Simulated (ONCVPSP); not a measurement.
**tin: from the effect back to the setting (ONCV)**

Base potential:

* Element: tin (Sn)
* Generator: ONCVPSP 4.0.1
* Type: optimised norm-conserving Vanderbilt (ONCV)
* Functional: PBE
* Relativity: scalar-relativistic
* Frozen core: [Ar] 3d10
* Valence charge: 22
* Reference configuration: 4s2 4p6 4d10 5s2 5p2
* Partial waves: 4s+5s: rc 1.60 bohr, ncon 4, nbas 8, qcut 7.9 1/bohr, 2 projectors; 4p+5p: rc 1.70 bohr, ncon 4, nbas 8, qcut 6.4 1/bohr, 2 projectors; 4d: rc 1.50 bohr, ncon 4, nbas 9, qcut 8.7 1/bohr, 2 projectors, debl 1.1 Ha
* Local potential: polynomial inside 1.25 bohr (lpopt 5, dvloc0 0 Ha)
* Core correction: polynomial model core, fcfact 0.35

Cutoffs, loose and tight: the cutoffs (Ha) at which the residual kinetic energy of the hardest occupied pseudo-wave falls to 1 and 0.1 mHa per electron. They do not see the model core or the augmentation charge, which bear on the density cutoff. Test errors are all-electron minus pseudo excitation energies from the reference, over the configurations 4s2 4p6 4d10 5s2 5p1; 4s2 4p6 4d10 5s2 5p0; 4s2 4p6 4d10 5s1 5p0; 4s2 4p6 4d10 5s0 5p4; variants that change the core or the reference have their own tests.

Only the scale of all radii but the core radius (base = 1) is moved:

| scale of all radii but the core radius (base = 1) | cutoff, loose | cutoff, tight | bound ghosts | largest test error (meV) |
| --- | --- | --- | --- | --- |
| 0.8 | 39 Ha | 175 Ha | none | -13 |
| 0.88 | 36 Ha | 107 Ha | none | -13 |
| 1.1 | 31 Ha | 35 Ha | p | -20 |
| 1.17 | 29 Ha | 33 Ha | none | -20 |
| 1.28 | 28 Ha | 31 Ha | none | -30 |

**Question.** One more run gave cutoff, loose: 33 Ha; cutoff, tight: 56 Ha; bound ghosts: none; largest test error (meV): -16. Which value of the scale of all radii but the core radius (base = 1) was used?

**Answer.** 0.99. The tight cutoff moves one way along this sweep, from 175 Ha at 0.8 to 31 Ha at 1.28, which places the run between 0.88 and 1.1.
